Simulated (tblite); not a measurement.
A tight-binding relaxation on `COC(=C(F)F)C(F)(F)F`.

Computed with GFN2-xTB geometry optimisation, gas phase (tblite 0.8.0). Start geometry: from a force field or distance geometry. The input is one job of a driver script: a line of settings, then coordinates in Å.

Command:
```bash
OMP_NUM_THREADS=1 python probes_run.py task.json out
```

Input:
```
{"job": {"kind": "relax", "xc": "GFN2-xTB", "basis": "xTB"}, "charge": 0, "multiplicity": 1}
C      2.025900     0.043000     0.077000
O      0.833700    -0.511200    -0.496000
C     -0.391200    -0.057700    -0.057500
C     -0.627500     0.906900     0.849600
F      0.388600     1.526900     1.492200
F     -1.892100     1.256100     1.179500
C     -1.551100    -0.734500    -0.746200
F     -1.525300    -2.075100    -0.519600
F     -1.499400    -0.566600    -2.089300
F     -2.782100    -0.309200    -0.343600
H      2.874500    -0.449200    -0.386400
H      2.082700     1.112200    -0.142700
H      2.058800    -0.141000     1.165100
```

**Question.** Estimate the output.

**Answer.** 
```
step      E/eV     max force
  0   -1028.01585    1.656
  1   -1028.12588    1.028
  2   -1028.18206    0.613
  3   -1028.20692    0.472
  4   -1028.22107    0.572
  5   -1028.22870    0.277
  6   -1028.23310    0.200
  7   -1028.23575    0.178
  8   -1028.23889    0.203
  9   -1028.24157    0.187
... (10 lines left out)
 20   -1028.25234    0.025
 21   -1028.25243    0.033
 22   -1028.25252    0.031
 23   -1028.25259    0.025
 24   -1028.25264    0.020
 25   -1028.25269    0.027
 26   -1028.25274    0.028
 27   -1028.25277    0.016
 28   -1028.25278    0.010
 29   -1028.25279    0.008
```

«max force» is the largest atomic force in eV/Å.

**Question.** From which step on does the largest force stay under 0.1 eV/Å, and how much energy is left to gain from there?

**Answer.** From step 15 (0.054 eV/Å), 1.7 meV above the end.

Main results: energy lowered by 5.5 kcal/mol over 29 steps; largest atomic force 0.008 eV/Å at the end.

**Question.** Where do the atoms end?

**Answer.** 0.077 Å rms from the input after alignment:
```
atom  x, y, z in Å
C1     1.9944    0.0223    0.0562
O2     0.7891   -0.5021   -0.4751
C3    -0.3948   -0.0260   -0.0346
C4    -0.6349    0.9194    0.8759
F5     0.2854    1.6028    1.5524
F6    -1.8419    1.3191    1.2423
C7    -1.5201   -0.7509   -0.7549
F8    -1.4534   -2.0676   -0.5321
F9    -1.4265   -0.5747   -2.0770
F10   -2.7390   -0.3573   -0.3955
H11    2.7841   -0.5222   -0.4564
H12    2.0889    1.0901   -0.1507
H13    2.0642   -0.1526    1.1317
```

The run took 0.28 s wall on one thread of an Arm Neoverse N1, on a shared host.
Labels such as C1 count atoms from 1, the log's own numbers from 0.
